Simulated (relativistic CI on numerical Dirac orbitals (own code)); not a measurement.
## Crystal-field levels of Cr⁵⁺, 3d

Calculated by Dirac-Coulomb-Breit CI, KLI orbitals optimised for each configuration, QED by a radiative potential, valence Slater integrals scaled by 0.85, one configuration in a parametric crystal field (own radial code).

Field parameters in Wybourne normalisation: Oh B⁴₀ = 21Dq, B⁴₄ = √(5/14) B⁴₀. The field is a parameter set, without covalency.

S and J are read from ⟨S²⟩ = S(S + 1) and ⟨J²⟩ = J(J + 1) of each level; they are not fictitious spins.

Oh, 10Dq = 5900 cm⁻¹, the lowest 3 levels:

| E (cm⁻¹) | Degeneracy | Irrep | S | J |
| --- | --- | --- | --- | --- |
| 0.0 | 4 | Γ8 | 0.50 | 1.88 |
| 574 | 2 | Γ7 | 0.50 | 2.50 |
| 6145 | 4 | Γ8 | 0.50 | 2.21 |

Oh, 10Dq = 43500 cm⁻¹, the lowest 3 levels:

```csv
E (cm⁻¹),Degeneracy,Irrep,S,J
0.0,4,Γ8,0.50,1.94
546,2,Γ7,0.50,2.50
43689,4,Γ8,0.50,2.16
```

The free-ion ground term has S = 1/2. Every field shown keeps that spin.

Levels of this model without a field, named by their leading LS term: 2D_3/2 0, 2D_5/2 903 cm⁻¹.
